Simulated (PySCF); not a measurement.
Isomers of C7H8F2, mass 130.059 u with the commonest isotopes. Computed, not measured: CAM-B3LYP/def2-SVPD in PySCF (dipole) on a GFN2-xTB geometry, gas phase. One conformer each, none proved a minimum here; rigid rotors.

Question: Order these by rotational constant C, smallest first.
A. `[CH:1]#[C:2][C@@H:3]1[CH2:4][CH2:5][C@@H:6]([F:7])[C@@H:8]1[F:9]` with C2–C3–C4–C5 -165°, C3–C4–C5–C6 34°, C4–C5–C6–F7 -132°, C5–C6–C8–F9 105°
B. `[CH2:1]=[CH:2][CH2:3][C:4](=[CH2:5])[CH:6]=[C:7]([F:8])[F:9]` with C1–C2–C3–C4 -126°, C2–C3–C4–C5 -100°, C3–C4–C6–C7 7°
C. `[CH:1]#[C:2][CH2:3][C@@H:4]([CH3:5])[CH:6]=[C:7]([F:8])[F:9]` with C2–C3–C4–C5 -60°, C3–C4–C6–C7 116°

Answer: C (773.9 MHz), B (871.4 MHz), A (997.8 MHz).

Question: Order these by out-of-plane moment Σ m c² = (Ia + Ib − Ic)/2, largest first.
A. `[CH:1]#[C:2][C@@H:3]1[CH2:4][CH2:5][C@@H:6]([F:7])[C@@H:8]1[F:9]` with C2–C3–C4–C5 -165°, C3–C4–C5–C6 34°, C4–C5–C6–F7 -132°, C5–C6–C8–F9 105°
B. `[CH:1]#[C:2][CH2:3][C@@H:4]([CH3:5])[CH:6]=[C:7]([F:8])[F:9]` with C2–C3–C4–C5 -60°, C3–C4–C6–C7 116°
C. `[CH2:1]=[CH:2][CH2:3][C:4](=[CH2:5])[CH:6]=[C:7]([F:8])[F:9]` with C1–C2–C3–C4 -126°, C2–C3–C4–C5 -100°, C3–C4–C6–C7 7°

Answer: B (57.29 u·Å²), A (47.72 u·Å²), C (27.93 u·Å²).

Question: Order these by rotational constant B, smallest first.
A. `[CH:1]#[C:2][CH2:3][C@@H:4]([CH3:5])[CH:6]=[C:7]([F:8])[F:9]` with C2–C3–C4–C5 -60°, C3–C4–C6–C7 116°
B. `[CH2:1]=[CH:2][CH2:3][C:4](=[CH2:5])[CH:6]=[C:7]([F:8])[F:9]` with C1–C2–C3–C4 -126°, C2–C3–C4–C5 -100°, C3–C4–C6–C7 7°
C. `[CH:1]#[C:2][C@@H:3]1[CH2:4][CH2:5][C@@H:6]([F:7])[C@@H:8]1[F:9]` with C2–C3–C4–C5 -165°, C3–C4–C5–C6 34°, C4–C5–C6–F7 -132°, C5–C6–C8–F9 105°

Answer: A (871.0 MHz), C (1164 MHz), B (1328 MHz).

```csv
SMILES,point group,Ia (u·Å²),Ib (u·Å²),Ic (u·Å²),κ,μa (D),μb (D),μc (D)
C#CC[C@@H](C)C=C(F)F,C1,187.38,580.26,653.07,-0.90,1.56,0.77,0.10
C#C[C@@H]1CC[C@@H](F)[C@@H]1F,C1,167.86,434.07,506.49,-0.83,0.12,1.70,0.14
C=CCC(=C)C=C(F)F,C1,255.14,380.69,579.97,-0.18,1.11,0.95,0.06
```
